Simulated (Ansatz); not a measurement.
`O[SiH2][SiH](O)F` + `BO[SiH2]F` → `BO[SiH](O)F` + `O[SiH2][SiH2]F`  (redistribution)

Program: Ansatz. Geometries: PBE0-D4/def2-TZVP. ΔE: electronic, gas phase. CCSD(T)/CBS is the MP2 limit (def2-TZVPP, def2-QZVPP) plus CCSD(T) − MP2 in def2-TZVPP, frozen cores. This one scheme is used for every species. DFT in def2-TZVPP. B3LYP here is the variant with VWN-RPA as its local correlation; programs differ in this. One conformer a species, not always the lowest.

```json
{"level": "PBE-D4", "ΔE (kcal/mol)": "-1.2", "difference from CCSD(T)/CBS": "0.7"}
{"level": "r2SCAN-D4", "ΔE (kcal/mol)": "-2.0", "difference from CCSD(T)/CBS": "-0.1"}
{"level": "PBE0-D4", "ΔE (kcal/mol)": "-1.9", "difference from CCSD(T)/CBS": "0.0"}
{"level": "B3LYP-D4", "ΔE (kcal/mol)": "-1.6", "difference from CCSD(T)/CBS": "0.3"}
{"level": "ωB97X-V", "ΔE (kcal/mol)": "-1.6", "difference from CCSD(T)/CBS": "0.3"}
{"level": "ωB97M-V", "ΔE (kcal/mol)": "-1.6", "difference from CCSD(T)/CBS": "0.3"}
{"level": "B2PLYP", "ΔE (kcal/mol)": "-1.8", "difference from CCSD(T)/CBS": "0.1"}
{"level": "PBE", "ΔE (kcal/mol)": "-1.4", "difference from CCSD(T)/CBS": "0.5"}
{"level": "PBE0", "ΔE (kcal/mol)": "-2.1", "difference from CCSD(T)/CBS": "-0.2"}
{"level": "B3LYP", "ΔE (kcal/mol)": "-2.0", "difference from CCSD(T)/CBS": "-0.1"}
{"level": "HF/def2-TZVPP", "ΔE (kcal/mol)": "-3.4", "difference from CCSD(T)/CBS": "-1.5"}
{"level": "MP2/def2-TZVPP", "ΔE (kcal/mol)": "-1.6", "difference from CCSD(T)/CBS": "0.3"}
{"level": "CCSD/def2-TZVPP", "ΔE (kcal/mol)": "-2.3", "difference from CCSD(T)/CBS": "-0.4"}
{"level": "HF/def2-QZVPP", "ΔE (kcal/mol)": "-3.6", "difference from CCSD(T)/CBS": "-1.7"}
{"level": "SCS-MP2/def2-QZVPP", "ΔE (kcal/mol)": "-1.7", "difference from CCSD(T)/CBS": "0.2"}
{"level": "CCSD/CBS(def2)", "ΔE (kcal/mol)": "-2.2", "difference from CCSD(T)/CBS": "-0.3"}
{"level": "CCSD(T)/CBS", "ΔE (kcal/mol)": "-1.9", "difference from CCSD(T)/CBS": "0"}
```

Largest T1 diagnostic among the species: 0.013.

In def2-TZVPP, CCSD(T) changes the Hartree–Fock value by +1.5 kcal/mol (the triples alone add +0.3 kcal/mol) and MP2 by +1.8 kcal/mol.
